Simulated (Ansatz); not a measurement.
CH2AlNO (`O=C=[N][AlH2]`). The species carries charge 0 and has multiplicity 1. All single points use the PBE0-D4/def2-TZVP geometry.

```xyz
6

O     1.401   -2.529   -0.159
C     0.837   -1.511   -0.093
N     0.258   -0.467   -0.025
Al   -0.597    1.079    0.067
H    -0.986    1.611    1.498
H    -0.912    1.818   -1.288
```

**Question.** What is the dipole moment at r2SCAN/def2-TZVPP? (Best estimate.)

**Answer.** The calculation gave: 1.93 D, with components (-0.93, 1.68, 0.10) D in this frame, pointing from negative to positive charge.

**Question.** And with PBE, B3LYP, ωB97M-V? (Best estimate.)

**Answer.** The calculation gave: PBE 1.89 D, B3LYP 2.06 D, ωB97M-V 2.05 D.

**Question.** Give the Mulliken charges with r2SCAN, PBE, B3LYP in def2-TZVPP. (Estimate.)

**Answer.** Ansatz gave: 
| atom | r2SCAN | PBE | B3LYP |
| --- | --- | --- | --- |
| O1 | -0.24 | -0.17 | -0.22 |
| C2 | 0.33 | 0.19 | 0.28 |
| N3 | -0.36 | -0.21 | -0.29 |
| Al4 | 0.56 | 0.40 | 0.49 |
| H5 | -0.15 | -0.11 | -0.13 |
| H6 | -0.15 | -0.11 | -0.13 |

B3LYP here is the variant with VWN-RPA as its local correlation; programs differ in this.
